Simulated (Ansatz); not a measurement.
The input (input.yaml):

```yaml
crystal:
  periodic: [false, false, false]
  atoms:
    - { symbol: C, position_ang: [-1.288, -1.1427, -0.0268] }
    - { symbol: Si, position_ang: [0.4278, -0.5485, 0.1932] }
    - { symbol: Br, position_ang: [1.5373, -1.3378, 1.9568] }
    - { symbol: B, position_ang: [0.4501, 1.4976, 0.4088] }
    - { symbol: C, position_ang: [1.0987, 0.7706, -0.8109] }
    - { symbol: H, position_ang: [-1.961, -0.6833, 0.7859] }
    - { symbol: H, position_ang: [-1.3528, -2.204, -0.028] }
    - { symbol: H, position_ang: [-1.6804, -0.7017, -1.0152] }
    - { symbol: H, position_ang: [0.0537, 2.4764, 1.0395] }
    - { symbol: H, position_ang: [0.5888, 0.9406, -1.7415] }
    - { symbol: H, position_ang: [0.87138, 2.54077, 0.73009] }
basis:
  gaussian: { orbitals: def2-SVP }
hamiltonian:
  xc: pbe0
  dispersion: d4
relax:
  f_tol: 0.02
  max_steps: 50
output:
  orbitals: {}
```

Command:

```bash
$ ansatz run input.yaml --threads 2 --pin off --max-ram 3072MiB --backend cpu --events-out ev --progress --plain --runs-dir out
```

Hardware: 2 threads of Arm Neoverse N1, on a shared host.

Problem. Roughly how long does this run take, and how much memory?

Solution. 2.5 min, with a peak of 0.33 GiB, for 19 ionic steps.
